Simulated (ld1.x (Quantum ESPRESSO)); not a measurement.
**Which change was made? (Cl, ultrasoft)**

ld1.x (Quantum ESPRESSO) 7.5 input, shortened:

```
&input
   title='Cl', zed=17., rel=0, dft='PZ', iswitch=3,
   config='[Ne] 3s2 3p5 3d-2'
 /
 &inputp
   pseudotype=3, tm=.true., lloc=2,
   nlcc=.false.,
   which_augfun='PSQ', rmatch_augfun=0.95
 /
5
3S  1  0   2.00   0.00  1.25  1.35  0.0
3S  1  0   0.00  -1.00  1.25  1.35  0.0
3P  2  1   5.00   0.00  0.85  1.00  0.0
3P  2  1   0.00   0.20  0.85  1.00  0.0
3D  3  2  -2.00   0.20  1.35  1.35  0.0
 &test
   configts(1)='3s2 3p5'
 /
```

Cutoffs, loose and tight: the cutoffs (Ry, on a coarse ladder) from which the occupation-weighted sum of valence levels, in a spherical-Bessel basis at the reference potential, stays within 10 and 1 mRy of its value at 400 Ry. They do not see the model core or the augmentation charge, which bear on the density cutoff. Test errors are all-electron minus pseudo excitation energies from the reference, over the configurations 3s2 3p4; 3s2 3p3; 3s2 3p2; 3s1 3p6; 3s1 3p5; 3s2 3p5.3; 3s2 3p4.5 (two spin-polarised tests are not counted in the largest error); variants that change the core or the reference have their own tests.

The base gives: outcome: generated; cutoff, loose: 55 Ry; cutoff, tight: 90 Ry; bound ghosts: p; largest test error (meV): +40.

(1) After one change the result is: outcome: generated; cutoff, loose: 55 Ry; cutoff, tight: 90 Ry; bound ghosts: none; largest test error (meV): +44. Which change was it?
A. wave 3d channel at 0.2 Ry: rc 1.35 bohr becomes 3d channel at 0.2 Ry: rc 0.86 bohr
B. wave 3d channel at 0.2 Ry: rc 1.35 bohr becomes 3d channel at 0.2 Ry: rc 1.56 bohr
C. wave 3d channel at 0.2 Ry: rc 1.35 bohr becomes 3d channel at 0.2 Ry: rc 1.72 bohr

## Answers

(1) B. The others give: wave 3d channel at 0.2 Ry: rc 1.35 bohr becomes 3d channel at 0.2 Ry: rc 0.86 bohr → outcome: generated; cutoff, loose: 55 Ry; cutoff, tight: 90 Ry; bound ghosts: p, s; largest test error (meV): +40 | wave 3d channel at 0.2 Ry: rc 1.35 bohr becomes 3d channel at 0.2 Ry: rc 1.72 bohr → outcome: generated; cutoff, loose: 55 Ry; cutoff, tight: 90 Ry; bound ghosts: s; largest test error (meV): +40.
